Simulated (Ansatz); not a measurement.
`C[S][InH2]` + `[OH][Sn]([OH])([F])[Cl]` → `C[O][Sn]([OH])([F])[Cl]` + `[SH][InH2]`  (substitution at a C–S bond)

Program: Ansatz. Geometries: PBE0-D4/def2-TZVP. ΔE: electronic, gas phase. CCSD(T)/CBS is the MP2 limit (def2-TZVPP, def2-QZVPP) plus CCSD(T) − MP2 in def2-TZVPP, frozen cores. DFT in def2-TZVPP. Elements past krypton have def2 core potentials. For In, Sn outer-core shells are correlated without core-valence functions, which leaves a few kJ/mol of doubt a bond. One conformer a species, not always the lowest.

| level | ΔE (kJ/mol) |
| --- | --- |
| PBE-D4 | 37.4 |
| PBE | 37.0 |
| PBE0 | 36.5 |
| MP2/def2-TZVPP | 39.1 |
| CCSD/def2-TZVPP | 30.6 |
| HF/def2-QZVPP | 21.4 |
| SCS-MP2/def2-QZVPP | 36.5 |
| HF/CBS(def2) | 21.4 |

Problem. What does CCSD(T)/CBS give? (Best estimate.)

Solution. Ansatz gave: +37.0 kJ/mol. The listed levels differ from it by 0.4, 0.0, -0.5, 2.1, -6.4, -15.6, -0.5, -15.6 kJ/mol.

Largest T1 diagnostic among the species: 0.014.

In def2-TZVPP, CCSD(T) changes the Hartree–Fock value by +10.7 kJ/mol (the triples alone add +1.8 kJ/mol) and MP2 by +17.4 kJ/mol.
